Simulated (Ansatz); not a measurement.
Species: SF$_{3}$ (charge 0, doublet). It need not be the lowest isomer of its formula. 
Geometry from a B3LYP-D3(BJ)/def2-TZVP (Ansatz, a quantum-chemistry and plane-wave program) optimisation:
```
S
F 1 1.5809
F 1 1.6775 2 88.13
F 1 1.6775 2 88.13 3 165.90
```
Charge 0, spin multiplicity 2.

Parts of the frozen-core correlation energy in cc-pV(T+d)Z (Ansatz, hartree). Frozen orbitals: 8; correlated occupied orbitals by spin: 14 and 13; virtual: 107 and 108. Open shells are spin-unrestricted. Spin-orbit coupling is left out. No relativistic terms.

```csv
term,value
reference (HF),-695.87458
MP2 opposite-spin,[?]
MP2 same-spin,[?]
CCSD correlation,[?]
(T),-0.03551
T1 diagnostic,0.021
largest doubles amplitude,0.048
<S^2> of the reference,0.786
```

Q: Complete the blanks.

A: 
- MP2 opposite-spin, value: -0.69081
- MP2 same-spin, value: -0.25165
- CCSD correlation, value: -0.94665
